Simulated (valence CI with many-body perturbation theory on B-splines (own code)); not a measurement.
Energy levels of Tb50+

Calculated by relativistic CI+MBPT: five valence electrons over a frozen Dirac-Fock core [Ne], radial functions for each j: 11 s, 11 p, 10 d, 8 f, 5 g, 2 h, with the one-electron correlation potential Σ1, the two-electron term Σ2, the three-electron term Σ3, Breit, model QED; selected CI, second order for the rest, scaled by the run's own slope (own B-spline code, finite nucleus).

The last digits are not significant, and no measured levels were compared; by estimate large intervals hold to a few tenths of a per cent, small ones and those within an open d or f shell to about a per cent. Among the levels kept, up to 3200 cm⁻¹ of a level comes from second order outside the variational space, and about a tenth of that is noise between levels of different J, which matters for small intervals.

Levels 46 to 90 of 166, with energies above the lowest level, (3s^2 3p1/2^2 3p3/2) J=3/2. "Leading %" is the weight of the configuration and term that name the level; weights of strongly mixed levels are sums over their largest components and can fall short, so below about 35 % the name and the second component can differ from the true leading terms, or belong to a minority configuration. In the jj column 3d3/2^4 stands for four electrons in 3d with j = 3/2. Lifetimes count E1, E2, E3, M1 and M2 decay at the calculated energies, and are blank where another channel may lead or the interval is too uncertain; long ones can be off by a factor of two.

```tsv
No.	Configuration	Term	J	E (Ry)	Leading %	g	Lifetime	Leading jj
46	3s²3p²3d	⁴P	1/2	43.606	38	1.597	527 fs	3s^2 3p3/2^2 3d3/2 (78 %)
47	3s3p³3d	²P°	1/2	44.054	44	0.602	4.76 ps	3s 3p1/2^2 3p3/2 3d5/2 (93 %)
48	3s3p³3d	²D°	5/2	44.414	24	1.081	1.90 ps	3s 3p1/2^2 3p3/2 3d5/2 (80 %)
49	3s3p³3d	⁴D°	3/2	44.522	23	1.355	1.85 ps	3s 3p1/2^2 3p3/2 3d5/2 (82 %)
50	3s²3p²3d	²D	3/2	44.722	67	0.849	807 fs	3s^2 3p3/2^2 3d3/2 (88 %)
51	3s²3p²3d	²F	7/2	44.880	52	1.226	74.2 ps	3s^2 3p3/2^2 3d5/2 (97 %)
52	3s²3p3d²	⁴D°	1/2	44.995	40	0.635	639 fs	3s^2 3p1/2 3d3/2^2 (85 %)
53	3s²3p²3d	⁴F	9/2	45.025	60	1.237	13.0 ns	3s^2 3p3/2^2 3d5/2 (98 %)
54	3s²3p3d²	⁴F°	3/2	45.244	34	0.761	412 fs	3s^2 3p1/2 3d3/2^2 (79 %)
55	3s²3p²3d	²P	1/2	45.457	51	1.299	28.1 ps	3s^2 3p3/2^2 3d5/2 (92 %)
56	3s²3p3d²	⁴G°	7/2	45.829	56	1.027	5.64 ps	3s^2 3p1/2 3d3/2 3d5/2 (92 %)
57	3s²3p3d²	²D°	5/2	46.060	23	1.077	4.75 ps	3s^2 3p1/2 3d3/2 3d5/2 (92 %)
58	3s²3p3d²	⁴D°	3/2	46.457	40	1.212	3.42 ps	3s^2 3p1/2 3d3/2 3d5/2 (86 %)
59	3s²3p3d²	⁴P°	1/2	46.507	42	1.844	5.58 ps	3s^2 3p1/2 3d3/2 3d5/2 (89 %)
60	3s²3p3d²	²H°	9/2	46.725	43	1.043	6.42 ps	3s^2 3p1/2 3d3/2 3d5/2 (93 %)
61	3s²3p²3d	²D	5/2	46.899	76	1.201	750 ps	3s^2 3p3/2^2 3d5/2 (98 %)
62	3s²3p²3d	²P	3/2	47.757	42	1.174	2.22 ps	3s^2 3p3/2^2 3d5/2 (92 %)
63	3s²3p²3d	²D	5/2	48.115	52	1.163	1.77 ps	3s^2 3p3/2^2 3d5/2 (91 %)
64	3s²3p3d²	⁴D°	5/2	48.535	25	1.167	502 fs	3s^2 3p1/2 3d3/2 3d5/2 (81 %)
65	3s²3p3d²	²F°	7/2	48.620	32	1.196	732 fs	3s^2 3p1/2 3d3/2 3d5/2 (74 %)
66	3s²3p3d²	⁴D°	3/2	49.083	22	1.352	478 fs	3s^2 3p1/2 3d3/2 3d5/2 (80 %)
67	3p⁵	²P°	3/2	49.989	24	1.217	2.70 ps	3s 3p1/2 3p3/2^2 3d3/2 (65 %)
68	3s²3p3d²	²F°	7/2	50.183	24	1.197	2.76 ps	3s^2 3p1/2 3d5/2^2 (71 %)
69	3s²3p3d²	⁴G°	9/2	50.291	26	1.119	5.14 ps	3s^2 3p1/2 3d5/2^2 (86 %)
70	3s3p³3d	⁴F°	5/2	50.661	28	1.187	3.85 ps	3s 3p1/2 3p3/2^2 3d3/2 (70 %)
71	3s3p³3d	⁶D°	1/2	50.824	35	1.914	2.42 ps	3s 3p1/2 3p3/2^2 3d3/2 (87 %)
72	3s²3p3d²	²P°	3/2	50.825	21	1.334	2.50 ps	3s^2 3p1/2 3d5/2^2 (80 %)
73	3s²3p3d²	²F°	5/2	50.942	29	1.129	3.21 ps	3s^2 3p1/2 3d5/2^2 (73 %)
74	3p⁵	²P°	3/2	51.389	39	1.265	1.10 ps	3p1/2^2 3p3/2^3 (39 %)
75	3s3p³3d	⁴F°	7/2	51.450	28	1.196	3.11 ps	3s 3p1/2 3p3/2^2 3d3/2 (88 %)
76	3s²3p3d²	²P°	1/2	52.244	57	0.642	3.69 ps	3s^2 3p1/2 3d5/2^2 (70 %)
77	3s3p²3d²	⁴F	3/2	52.354	41	0.408	19.8 ps	3s 3p1/2^2 3d3/2^2 (94 %)
78	3s3p³3d	⁴G°	9/2	52.381	42	1.154	3.05 ps	3s 3p1/2 3p3/2^2 3d3/2 (92 %)
79	3s3p³3d	⁴F°	3/2	52.804	41	0.811	1.35 ps	3s 3p1/2 3p3/2^2 3d3/2 (86 %)
80	3s3p²3d²	⁴F	5/2	52.974	25	1.064	19.3 ps	3s 3p1/2^2 3d3/2^2 (91 %)
81	3s3p³3d	⁴P°	5/2	53.205	30	1.355	832 fs	3s 3p1/2 3p3/2^2 3d3/2 (83 %)
82	3s3p³3d	⁴D°	7/2	53.262	35	1.229	1.02 ps	3s 3p1/2 3p3/2^2 3d3/2 (77 %)
83	3s3p³3d	⁴D°	1/2	53.423	47	0.661	1.11 ps	3s 3p1/2 3p3/2^2 3d3/2 (76 %)
84	3s3p³3d	⁶D°	9/2	53.621	40	1.354	5.68 ps	3s 3p1/2 3p3/2^2 3d5/2 (95 %)
85	3s3p³3d	⁴P°	3/2	53.778	30	1.457	673 fs	3s 3p1/2 3p3/2^2 3d3/2 (87 %)
86	3s3p³3d	⁴D°	7/2	54.076	26	1.254	1.59 ps	3s 3p1/2 3p3/2^2 3d5/2 (63 %)
87	3s3p³3d	⁴F°	5/2	54.126	23	1.036	995 fs	3s 3p1/2 3p3/2^2 3d3/2 (91 %)
88	3s3p³3d	⁴F°	3/2	54.140	33	0.893	797 fs	3s 3p1/2 3p3/2^2 3d3/2 (92 %)
89	3s3p²3d²	⁴P	1/2	54.168	45	2.488	15.3 ps	3s 3p1/2^2 3d3/2^2 (90 %)
90	3s3p³3d	²G°	7/2	54.457	41	1.113	871 fs	3s 3p1/2 3p3/2^2 3d3/2 (71 %)
```
